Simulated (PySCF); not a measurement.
C3H5FSi, SMILES FC=C=C[SiH3].

Geometry: PBE0-D3(BJ)/def2-SVP. This is a generated structure with no PubChem entry under its InChIKey; it may be hypothetical.

These are PySCF with TDA-LC-ωPBE/def2-SVPD values and carry that method's errors.

Vertical excitations. 

Computed excitation energies, oscillator strengths and character:
```csv
state,energy (eV),λ (nm),f,main pairs
S1,4.69,264,0.001,HOMO→LUMO 95 %
S2,7.22,172,0.001,"HOMO−1→LUMO+3 36 %, HOMO−1→LUMO+2 30 %, HOMO−1→LUMO+1 23 %"
S3,7.42,167,0.030,"HOMO−1→LUMO 41 %, HOMO→LUMO+1 37 %, HOMO→LUMO+3 9 %"
S4,7.52,165,0.019,"HOMO→LUMO+2 52 %, HOMO−1→LUMO 20 %, HOMO→LUMO+1 10 %"
S5,8.02,155,1.555,"HOMO−1→LUMO 26 %, HOMO→LUMO+2 21 %, HOMO→LUMO+3 19 %, HOMO→LUMO+1 18 %"
S6,8.31,149,0.108,"HOMO−1→LUMO+2 44 %, HOMO−1→LUMO+1 31 %"
S7,8.53,145,0.013,"HOMO−4→LUMO 40 %, HOMO−2→LUMO 20 %, HOMO−5→LUMO 13 %, HOMO→LUMO+5 6 %"
S8,8.74,142,0.031,"HOMO→LUMO+5 46 %, HOMO→LUMO+4 19 %, HOMO→LUMO+6 9 %"
S9,8.82,140,0.007,"HOMO→LUMO+4 42 %, HOMO→LUMO+5 24 %"
S10,8.86,140,0.021,"HOMO→LUMO+6 48 %, HOMO−2→LUMO 15 %, HOMO→LUMO+4 11 %"
T1,4.13,300,0,HOMO−1→LUMO 71 %
T2,4.18,297,0,HOMO→LUMO 94 %
T3,4.47,277,0,"HOMO→LUMO+3 34 %, HOMO→LUMO+2 24 %, HOMO→LUMO+1 15 %, HOMO−1→LUMO 11 %"
T4,6.79,183,0,"HOMO−1→LUMO+3 36 %, HOMO−1→LUMO+2 30 %, HOMO−1→LUMO+1 21 %"
```
Triplets are in the Tamm–Dancoff approximation.
